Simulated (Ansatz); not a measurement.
Consider the redistribution: `[NH2][Ge]1([OH])[CH2][O]1` + `C[SiH](N)O` → `[OH][GeH]1[CH2][O]1` + `NC[SiH](N)O`.

Gas-phase electronic energies from Ansatz, PBE0-D4/def2-TZVP geometries. CBS: MP2 limit from def2 TZ/QZ plus the TZ coupled-cluster correction, frozen cores. DFT in def2-TZVPP. B3LYP here is the variant with VWN-RPA as its local correlation; programs differ in this. For Ge outer-core shells are correlated without core-valence functions, which leaves a few kJ/mol of doubt a bond. Scalar relativity is left out up to krypton. One conformer a species, not always the lowest.

| level | ΔE (kcal/mol) | difference from CCSD(T)/CBS |
| --- | --- | --- |
| PBE-D4 | 23.4 | -3.0 |
| r2SCAN-D4 | 25.9 | -0.5 |
| PBE0-D4 | 24.5 | -1.9 |
| B3LYP-D4 | 24.6 | -1.8 |
| ωB97X-V | 25.1 | -1.3 |
| ωB97M-V | 25.3 | -1.1 |
| B2PLYP | 26.1 | -0.3 |
| PBE | 23.6 | -2.8 |
| r2SCAN | 26.0 | -0.4 |
| PBE0 | 24.7 | -1.7 |
| B3LYP | 24.8 | -1.6 |
| HF/def2-TZVPP | 27.5 | 1.1 |
| MP2/def2-TZVPP | 27.8 | 1.4 |
| SCS-MP2/def2-TZVPP | 27.1 | 0.7 |
| CCSD/def2-TZVPP | 26.5 | 0.1 |
| CCSD(T)/def2-TZVPP | 26.4 | 0.0 |
| HF/def2-QZVPP | 27.4 | 1.0 |
| MP2/def2-QZVPP | 27.8 | 1.4 |
| SCS-MP2/def2-QZVPP | 27.2 | 0.8 |
| HF/CBS(def2) | 27.4 | 1.0 |
| MP2/CBS(def2) | 27.8 | 1.4 |
| CCSD/CBS(def2) | 26.5 | 0.1 |
| CCSD(T)/CBS | 26.4 | 0 |

Largest T1 diagnostic among the species: 0.014.

From PBE to PBE0 (25 % exact exchange), in def2-TZVPP and without D4, ΔE moves by +1.1 kcal/mol.
